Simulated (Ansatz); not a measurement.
Compare A (`[SiH3]NCBCl`) with its isomer B (`BN[SiH](C)Cl`).

Computed with Ansatz on PBE0-D4/def2-TZVP structures; ΔE is electronic, products minus reactants. CBS: MP2 limit from def2 TZ/QZ plus the TZ coupled-cluster correction, frozen cores. Functionals use def2-TZVPP. B3LYP here is the variant with VWN-RPA as its local correlation; programs differ in this. One conformer a species, not always the lowest.

(1) Which is lower in electronic energy at CCSD(T)/CBS, and by how much? (Best estimate.)

(2) Give E(B) − E(A) in kcal/mol with PBE0-D4, HF/def2-TZVPP, CCSD/def2-TZVPP, B3LYP-D4, ωB97M-V, r2SCAN-D4, B2PLYP. (An estimate is asked.)

Largest T1 diagnostic: 0.011.

## Answers

(1) The calculation gave: B, by 58.6 kcal/mol.

(2) Ansatz gave: PBE0-D4 -57.0, HF/def2-TZVPP -57.6, CCSD/def2-TZVPP -57.4, B3LYP-D4 -57.7, ωB97M-V -58.4, r2SCAN-D4 -58.5, B2PLYP -58.1. None reverses the order clearly.

From PBE to PBE0 (25 % exact exchange), in def2-TZVPP and without D4, E(B) − E(A) moves by −1.2 kcal/mol.
